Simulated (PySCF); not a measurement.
**Low-lying terms of He (helium, neutral)**

Ground state 1s2, ¹S. Calculation: PySCF 2.14, in aug-cc-pVTZ (4s3p2d, 23 functions); no relativity, point nucleus. Vertical excitation energies in eV without spin-orbit coupling; excited terms of each kind are numbered among those the solver found. Frozen: nothing.

```json
{"term": "1 3S", "leading excitation": "1s → s", "EOM-EE-CCSD": "19.883", "measured centre of gravity (NIST)": "19.820 (1s2s)"}
{"term": "1 1S", "leading excitation": "1s → s", "EOM-EE-CCSD": "20.936", "measured centre of gravity (NIST)": "22.920 (1s3s)"}
{"term": "1 3P°", "leading excitation": "1s → p", "EOM-EE-CCSD": "24.082", "measured centre of gravity (NIST)": "20.964 (1s2p)"}
{"term": "1 1P°", "leading excitation": "1s → p", "EOM-EE-CCSD": "25.362", "measured centre of gravity (NIST)": "21.218 (1s2p)"}
```

Only the lower part of the computed list is shown. Doubly excited terms such as np² are absent. The solver can miss terms. Rydberg members are limited by the diffuse functions of the basis.
